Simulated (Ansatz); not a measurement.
**Question.** Name a neutral molecule of Br, C, F, Si and H with HOMO energy (PBE0/def2-TZVPP) between -8.70 and -8.40 eV and LUMO energy (B3LYP/def2-TZVPP) between -0.90 and -0.60 eV (Ansatz, PBE0-D4/def2-TZVP geometry).

**Answer.** `FC[SiH2]Br` (-8.47 eV, -0.65 eV). Other molecules can fit too; these were computed, each in one conformer that needn't be the lowest.

B3LYP here is the variant with VWN-RPA as its local correlation; programs differ in this.
